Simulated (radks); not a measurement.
Question: The table gives one normalised radial function P(r) = r R(r) of Cu4+ in [Ar] 3d7 (r in bohr). Method: scalar-relativistic Kohn-Sham, exchange-only B88, spin-polarised, spherical densities, finite nucleus; open shells are filled with parallel spins first; Fermi nuclear charge, rms radius 3.8823 fm; computed with a radial shooting solver on a logarithmic mesh with Libxc functionals.

r	P
0.0022	0.0822
0.002775	0.1014
0.003528	0.1253
0.004449	0.1528
0.005656	0.1862
0.00719	0.2245
0.009067	0.2655
0.01153	0.3103
0.01465	0.3539
0.01848	0.3896
0.02349	0.4113
0.02963	0.4065
0.03766	0.3608
0.04788	0.2595
0.06038	0.0999
0.07676	-0.1246
0.09758	-0.3814
0.1231	-0.6035
0.1564	-0.7197
0.1973	-0.6355
0.2508	-0.2968
0.3188	0.2501
0.4021	0.8228
0.5111	1.2428
0.6446	1.3310
0.8195	1.1022
1.042	0.7115
1.314	0.3621
1.67	0.1331
2.123	0.0338
2.677	0.0058

Which n and l does it have? It may be an empty orbital.

Answer: n = 3, l = 0: the number of nodes gives n - l - 1 = 2, the rise at small r (about r^(l+1)) gives l, and the extent must fit the shell. The curve is that of 3s up; the table hardly tells the two spins apart. 3s up: eigenvalue -184.10 eV, 2 radial nodes at r = 0.0677, 0.288 bohr, <r> = 0.698 bohr, 90 % of the charge inside 1.04 bohr.
